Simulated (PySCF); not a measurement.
## Computed properties of TeBrI, SMILES Br[Te]I

TeBrI, SMILES Br[Te]I. Geometry optimised at B3LYP-D3(BJ)/def2-SVP. The def2 effective core potentials stand for the cores of I, Te; spin–orbit coupling is left out. Other conformers were not sampled. All values are computed for the isolated molecule unless a solvent is named; none is compared with measurement here.

**Structure.** The optimised structure has Cs symmetry. All 3 harmonic modes at B3LYP-D3(BJ)/def2-SVP (PySCF) are real, so it is a minimum. With heavy atoms numbered as in [Te:1]([Br:2])[I:3], the shortest bond between them is Te1–Br2 at 2.539 Å and the longest Te1–I3 at 2.735 Å.

**Vibrations.** The strongest infrared lines (harmonic, unscaled, degenerate partners summed) lie at 245 cm⁻¹ (15 km/mol, Br 61 %, Te 39 %), 198 cm⁻¹ (9 km/mol, Te 51 %, I 49 %). The softest mode is at 68 cm⁻¹ and the zero-point energy is 0.7 kcal/mol.

**Electronic structure.** HF/def2-TZVPD (PySCF) places the frontier levels at -8.94 and -0.42 eV, a gap of 8.52 eV, and gives a dipole moment of 1.59 D and a mean polarisability of 101.9 bohr³.

**Excitations.** TDDFT-M06-2X/def2-SVPD (PySCF) has S1 at 1.83 eV (676 nm, f = 0.001, dark); the most intense of the 10 singlets computed lies at 5.20 eV (f = 0.18). T1 (TDA) is at 1.31 eV.
